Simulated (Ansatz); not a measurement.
Stepwise reaction of `[SiH3]O[SiH](Cl)Cl` with hydrogen fluoride, as a gas-phase model of exchange steps in deposition or etching. ΔE in kJ/mol; ΔG adds harmonic PBE0-D4 terms to CCSD(T)/CBS, at 1 bar.

Computed with Ansatz on PBE0-D4/def2-TZVP structures; ΔE is electronic, products minus reactants. CCSD(T)/CBS adds triple-zeta CCSD(T) − MP2 to the extrapolated MP2 energy (def2 sets, frozen cores). This one scheme is used for every species. Functionals use def2-TZVPP. B3LYP here is the variant with VWN-RPA as its local correlation; programs differ in this. One conformer a species, not always the lowest.

```csv
step,reaction,PBE-D4,B3LYP-D4,ωB97M-V,CCSD(T)/CBS,ΔG(600 K)
1,`[SiH3]O[SiH](Cl)Cl` + H–F → `F[SiH](Cl)O[SiH3]` + HCl,-41.6,-51.5,-50.5,-48.1,-52.9
```

**Question.** Give the row of step 2, `F[SiH](Cl)O[SiH3]` + H–F → `F[SiH](F)O[SiH3]` + HCl. (Estimate.)

**Answer.** Computed: 
```json
{"step": "2", "reaction": "`F[SiH](Cl)O[SiH3]` + H–F → `F[SiH](F)O[SiH3]` + HCl", "PBE-D4": "-43.5", "B3LYP-D4": "-53.9", "ωB97M-V": "-52.3", "CCSD(T)/CBS": "-51.2", "ΔG(600 K)": "-58.4"}
```

**Question.** By hand: ΔE of the 2 steps together at CCSD(T)/CBS.

**Answer.** (-48.1) + (-51.2) = -99.3 kJ/mol, or -49.7 kJ/mol a step.

In ΔE the steps differ by no more than 3.1 kJ/mol. All are downhill at CCSD(T)/CBS. ΔG lies between -58.4 and -52.9 kJ/mol a step. PBE-D4 differs from CCSD(T)/CBS by 6.5 to 7.7 kJ/mol a step. Isolated molecules leave out the surface, adducts and barriers. Largest T1 diagnostic: 0.012.
